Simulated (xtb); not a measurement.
CF3, doublet, at a GFN2-xTB geometry. Base run: GFN2-xTB run with xtb.

Here is a job for xtb.
```
$ xtb mol.xyz --gfn 2 --uhf 1 --json

# file mol.xyz
4

F     -0.61970144     1.10330442    -0.05681889
C     -0.00906407    -0.00843182     0.30888598
F     -0.64050898    -1.08653107    -0.11720652
F      1.26625314    -0.01115214    -0.03189858
```

The base run was repeated with changes; each row names its change, and settings that it needs were set with it.

| change | ΔE vs base (mEh) | dipole (D) | SCF cycles |
|---|---|---|---|
| base | 0.000 | 0.65 | 8 |
| alpb = acetonitrile | 0.921 | 0.66 | 8 |
| acc = 0.0001 | 0.000 | 0.65 | 12 |
| etemp = 3000 | -0.007 | 0.65 | 8 |
| etemp = 10000 | -9.875 | 0.44 | 8 |

ALPB and GBSA are two models with their own fitted parameters for each solvent, which aren't always the measured dielectric constant.
